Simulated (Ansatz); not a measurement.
Coupled-cluster run, C3H4FNSi, SMILES `C=C[SiH](F)C#N`.

```yaml
crystal:
  periodic: [false, false, false]
  atoms:
    - {symbol: C, position_ang: [-0.850838, -1.518605, -0.630343]}
    - {symbol: C, position_ang: [-0.161695, -0.398719, -0.832705]}
    - {symbol: Si, position_ang: [0.803686, 0.400503, 0.509903]}
    - {symbol: F, position_ang: [0.619283, -0.417681, 1.861521]}
    - {symbol: C, position_ang: [0.146056, 2.104950, 0.814531]}
    - {symbol: N, position_ang: [-0.257682, 3.174151, 0.956783]}
    - {symbol: H, position_ang: [-0.879256, -2.005419, 0.339688]}
    - {symbol: H, position_ang: [-1.417612, -1.994544, -1.424899]}
    - {symbol: H, position_ang: [-0.164725, 0.055889, -1.821565]}
    - {symbol: H, position_ang: [2.245783, 0.548374, 0.229886]}
basis:
  gaussian: {orbitals: def2-TZVPP}
correlation: {method: ccsd_t}
output: {orbitals: {seedname: orbitals}}
```

```sh
$ ansatz run in.yaml --threads 4 --pin off --events-out ev --progress --plain --max-ram 10444MiB
```

Output of Ansatz, abridged:

```
Functional definition: HF
1536 factors; integrals over basis functions are off by at most 9.5e-4 eV
mean field evaluation 1: about -15204.3870 eV, gradient 4.4e1 eV
mean field evaluation 2: about -15204.7441 eV, gradient 4.4e1 eV
mean field evaluation 4: about -15209.2539 eV, gradient 6.2e0 eV
mean field evaluation 8: about -15209.3781 eV, gradient 4.2e-1 eV
mean field -15209.37870574 eV, -558.9343581486 hartree, gradient 1.7e-6 eV, S^2 0.000000; 0 other end points of the search recorded, 0 dependent functions left out
10 core orbitals not correlated: weight in the atoms' cores, before any rotation towards them, 1.000 or more for the frozen orbitals, at most 0.000 for the correlated occupied ones
reference -15209.37870574 eV, -558.9343581486 hartree; 16, 16 occupied and 227, 227 virtual orbitals, 1536 factors
second order -27.58925492 eV of doubles, -0.00000000 eV of singles
cycle   1  -27.43301209 eV  change    1.6e-1 eV  update   1.2e-1
cycle   2  -28.18949222 eV  change   -7.6e-1 eV  update   3.9e-2
cycle   3  -28.36148459 eV  change   -1.7e-1 eV  update   1.8e-2
cycle   4  -28.35219563 eV  change    9.3e-3 eV  update   5.0e-3
cycle   5  -28.35425495 eV  change   -2.1e-3 eV  update   2.1e-3
cycle   6  -28.35582619 eV  change   -1.6e-3 eV  update   5.5e-4
cycle   7  -28.35577790 eV  change    4.8e-5 eV  update   2.0e-4
cycle   8  -28.35575572 eV  change    2.2e-5 eV  update   6.7e-5
cycle   9  -28.35577619 eV  change   -2.0e-5 eV  update   2.7e-5
perturbative correction -1.24924744 eV, -0.0459089965 hartree
Total energy: -15238.98372936 eV, -560.0223226999 hartree
```

Run time 2.9 min (4 threads of an Arm Neoverse V2 on a shared host); peak host memory 5.7 GiB.

Correlation energy per correlated electron: -0.925 eV. T1 diagnostic: 0.0129.
